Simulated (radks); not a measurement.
All-electron atom: Sb0.6+ in [Kr] 4d10 5s(up 1, down 0.4) 5p3 (fractional occupations, a model configuration). All-electron calculation, scalar-relativistic Kohn-Sham, PBEsol, spin-polarised, spherical densities, finite nucleus; open shells are filled with parallel spins first (spin-orbit coupling, left out, can overturn this in heavy ions); Fermi nuclear charge, rms radius 4.6802 fm. Program: a radial shooting solver on a logarithmic mesh with Libxc functionals.

X-ray form factor f0, the Fourier transform of the density (f0(0) = 50.4):

sin(theta)/lambda (1/angstrom)  f0 (electrons)
0.05                                    49.463
0.1                                     47.064
0.15                                    44.028
0.2                                     40.963
0.25                                    38.100
0.3                                     35.460
0.4                                     30.749
0.5                                     26.796
0.6                                     23.657
0.8                                     19.414
1                                       16.669
1.25                                    13.854
1.5                                     11.315
2                                        7.627
